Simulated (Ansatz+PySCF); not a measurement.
**singlet H₆: levels of theory in one basis**

```xyz
6

H     2.2000    0.0000    0.0000
H     1.1000    1.9053    0.0000
H    -1.1000    1.9053    0.0000
H    -2.2000    0.0000    0.0000
H    -1.1000   -1.9053    0.0000
H     1.1000   -1.9053    0.0000
```

Basis set: cc-pVDZ (spherical functions). All electrons are correlated. Charge 0, multiplicity 1.

Computed with Ansatz (development build ahead of 0.2.0); each method stands on the lowest determinant of its kind that the runs found. NEVPT2 correlates all electrons. Active spaces start from the frontier orbitals, and the lowest solution found is given.

```tsv
method	E − E(RHF) (eV)	<S²> of the determinant
RHF	0.00	0.00
UHF	-7.60	2.70
RHF-MP2	-3.89	–
UHF-MP2	-7.71	2.70
RHF-CCSD	-11.13	–
UHF-CCSD	-8.15	2.70
RHF-CCSD(T)	-11.74	–
UHF-CCSD(T)	-8.16	2.70
RHF-CCSDT(Q)	-5.84	–
UHF-CCSDT(Q)	-8.18	2.70
full CI (lowest root of this spin)	-8.29	–
CASSCF(6,6)	-8.15	–
CASSCF(2,2)	-1.79	–
SC-NEVPT2(6,6)	-8.26	–
```

Task: What does SC-NEVPT2(2,2) give on the same scale?

Result: -4.89 eV. NEVPT2 here correlates all electrons, so it doesn't share the others' frozen core.

At such a shape the full CI root can have another spatial symmetry than the determinants, so the rows needn't describe one state.

Task: Is a single determinant a sound starting point here?

Result: It is doubtful. Unrestricted orbitals lower Hartree–Fock by 7.60 eV and <S²> is 2.70 where a pure state has 0.00, a sign of strong static correlation. The CASSCF(6,6) natural occupations are 1.57, 1.35, 1.35, 0.65, 0.65, 0.43. The CASSCF(2,2) natural occupations are 1.33, 0.67.

Caution for RHF, RHF-MP2, RHF-CCSD, RHF-CCSD(T), RHF-CCSDT(Q): an unrestricted determinant lies well below. Caution for UHF, UHF-MP2, UHF-CCSD, UHF-CCSD(T), UHF-CCSDT(Q): the unrestricted determinant is a mixture of spin states; the determinant breaks the point group. Caution for RHF-MP2, RHF-CCSDT(Q): large amplitudes, a single reference is doubtful. Caution for RHF-MP2, RHF-CCSD, UHF-CCSD, RHF-CCSD(T), UHF-CCSD(T), RHF-CCSDT(Q): the program doubts this total. Caution for UHF-MP2, UHF-CCSD, UHF-CCSD(T), UHF-CCSDT(Q): bonds are stretched, where a single reference can fail. Caution for RHF-CCSD, RHF-CCSD(T): very large amplitudes, the method is breaking down. Caution for CASSCF(2,2): other starts end on other solutions of this active space.
